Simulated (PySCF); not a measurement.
C2H5NOSi.

```xyz
10

Si    -0.5999    -1.0938     0.0000
C      0.9598    -2.1186     0.0000
N     -0.1913     0.5849     0.0000
C      0.0661     1.7527     0.0000
O      0.3225     2.8932     0.0000
H     -1.4223    -1.3654    -1.2150
H     -1.4223    -1.3654     1.2150
H      0.7127    -3.1918     0.0000
H      1.5674    -1.9044    -0.8922
H      1.5674    -1.9044     0.8922
```
Charge 0, spin multiplicity 1.

Coordinates come from a PBE0-D3(BJ)/def2-SVP optimisation. The values are those of a single conformer.

Method: PBE/pcSseg-1 in PySCF. Non-relativistic, no solvent.

Q: Give the absolute GIAO shielding of each atom: isotropic value and principal components (ppm). (An estimate is asked for; the answer gives what the named calculation found.)

A: 
```json
[
 {"atom": "Si1", "σ(iso)": "381.3", "σ11": "338.9", "σ22": "388.0", "σ33": "417.1", "span": "78.2"},
 {"atom": "C2", "σ(iso)": "182.3", "σ11": "171.9", "σ22": "184.2", "σ33": "190.8", "span": "18.8"},
 {"atom": "N3", "σ(iso)": "223.6", "σ11": "164.6", "σ22": "176.5", "σ33": "329.9", "span": "165.3"},
 {"atom": "C4", "σ(iso)": "58.1", "σ11": "-49.4", "σ22": "-48.9", "σ33": "272.7", "span": "322.0"},
 {"atom": "O5", "σ(iso)": "187.6", "σ11": "96.8", "σ22": "97.3", "σ33": "368.7", "span": "271.9"},
 {"atom": "H6", "σ(iso)": "26.2", "σ11": "22.6", "σ22": "25.0", "σ33": "31.0", "span": "8.5"},
 {"atom": "H7", "σ(iso)": "26.2", "σ11": "22.6", "σ22": "25.0", "σ33": "31.0", "span": "8.5"},
 {"atom": "H8", "σ(iso)": "31.2", "σ11": "27.5", "σ22": "27.7", "σ33": "38.4", "span": "11.0"},
 {"atom": "H9", "σ(iso)": "30.6", "σ11": "26.8", "σ22": "28.5", "σ33": "36.6", "span": "9.8"},
 {"atom": "H10", "σ(iso)": "30.6", "σ11": "26.8", "σ22": "28.5", "σ33": "36.6", "span": "9.8"}
]
```
